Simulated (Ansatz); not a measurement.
**How basis sets differ on CH7N3Si (SMILES NC1(N)N[SiH2]1)**

CH7N3Si: 12 atoms, total charge 0, spin state singlet. SMILES: `NC1(N)N[SiH2]1`. The shape is that of a PBE0-D4/def2-TZVP optimisation. This is one conformer, not always the lowest.

```xyz
12

N    -0.6980    1.3425   -0.2175
C     0.0869    0.1938    0.1325
N     1.1883    0.4769    1.0045
N     0.3624   -0.6832   -1.0437
Si   -0.7912   -1.4255    0.0178
H    -0.1399    1.9892   -0.7713
H    -0.9676    1.8345    0.6257
H     1.6136   -0.3764    1.3444
H     1.9100    0.9828    0.4944
H     0.0876   -0.2905   -1.9357
H    -2.2375   -1.4266   -0.2948
H    -0.3380   -2.6727    0.6776
```

Each level gives the dipole moment (D). The values are calculated.

| level | kind | program | value (D) |
| --- | --- | --- | --- |
| HF/STO-3G | Hartree–Fock | Ansatz | 0.57 |
| HF/3-21G | Hartree–Fock | Ansatz | 0.52 |
| HF/def2-SVP | Hartree–Fock | Ansatz | 0.34 |
| HF/def2-TZVP | Hartree–Fock | Ansatz | 0.24 |

The values span 0.24 to 0.57 D. Magnitudes only: a small dipole may point the other way at some levels. Sets without polarisation functions give poor dipoles.
